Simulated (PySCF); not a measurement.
**Substituent chemical shifts**

Parent skeleton `[SiH3:1][C:2]12[CH:3]=[CH:4][CH:5]1[CH:6]=[CH:7]2`; one hydrogen on atom 4 is replaced by X. Hydrogens on one atom are averaged.

- structure optimised with GFN2-xTB
- σ from GIAO-PBE0/pcSseg-1
- program: PySCF 2.14.0 with density-fitted response routines
- isolated molecule, fast rotation and ring inversion assumed for equivalent nuclei, single conformer, no relativistic terms

δ = σ(ref) − σ, references computed at the same level: 29Si (σ = 349.16 ppm), 13C (σ = 186.93 ppm), 1H (σ = 31.72 ppm) vs TMS.

Parent (X = H): Si1 -74.0, C2 51.8, C3 157.2, C4 150.3, C5 56.1, C6 150.3, C7 157.2, H(Si1) 4.07, H(C3) 7.02 ppm. Effects are Δδ = δ(X) − δ(H), positive for deshielding.

**Question.** Order these by the shift of H(C3), most shielded first.
A. X = OCHO
B. X = CH=NH
C. X = CH2CN
D. X = CH2OCH3

**Answer.** A (-0.51 ppm), D (-0.34 ppm), C (-0.22 ppm), B (-0.05 ppm).

**Question.** Order these by the shift of C3, most shielded first.
A. X = OCHO
B. X = CH2CN
C. X = CH2OCH3
D. X = CH=NH

**Answer.** A (-22.8 ppm), C (-8.2 ppm), B (-4.8 ppm), D (-0.9 ppm).
